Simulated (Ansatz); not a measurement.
`CB(N)P` + H₂Se → `P[SeH]` + `CBN` at 298.15 K and 1 bar (cleavage of the P–B bond).

Isolated molecules relaxed with PBE0-D4/def2-TZVP in Ansatz; ΔE leaves out vibrations. CCSD(T)/CBS adds triple-zeta CCSD(T) − MP2 to the extrapolated MP2 energy (def2 sets, frozen cores). For Se outer-core shells are correlated without core-valence functions, which leaves a few kJ/mol of doubt a bond. Scalar relativity is left out up to krypton. Each species was taken in one conformer, which may not be the lowest.

```tsv
species	CCSD(T)/CBS energy (Eh)	H − E (kJ/mol)	S (J/(mol·K))
`CB(N)P`	-462.75677	245.6	326.8
H₂Se	-2401.89790	45.8	219.1
`P[SeH]`	-2743.44381	80.6	280.3
`CBN`	-121.21267	215.9	273.6
```

H − E and S are ideal-gas, rigid-rotor, harmonic terms from PBE0-D4/def2-TZVP, for one conformer and one mirror image of each species. 1 Eh = 2625.50 kJ/mol, R = 8.31446 J/(mol·K).

Question: By hand: ΔE, ΔH, ΔS and ΔG.

Answer: ΔE = (-2743.44381) + (-121.21267) − (-462.75677) − (-2401.89790) = -0.00181 Eh = -4.8 kJ/mol. Δ(H − E) = 80.6 + 215.9 − 245.6 − 45.8 = 5.1, so ΔH = 0.3 kJ/mol. ΔS = 280.3 + 273.6 − 326.8 − 219.1 = 8.0 J/(mol·K). ΔG = 0.3 − 298.15 × (8.0)/1000 = -2.1 kJ/mol.

Question: By hand: the equilibrium constant, and the temperature at which ΔG would vanish if ΔH and ΔS stayed fixed.

Answer: log₁₀ K = −ΔG/(RT ln 10) = 0.4. ΔG = 0 at ΔH/ΔS = 38 K, though so small a ΔH makes that figure unsure.

TΔS isn't small against ΔH here. The sign of ΔG lies within the doubt. A doubt of 5 kJ/mol in ΔE shifts log₁₀ K by 0.9 here. Other conformers and mirror images would add mixing entropy, several J/(mol·K) or more a flexible species. These are equilibria of isolated gas molecules and say nothing of rates. Largest T1 diagnostic: 0.013 (customary marks: 0.02 for closed shells, 0.045 for open ones).
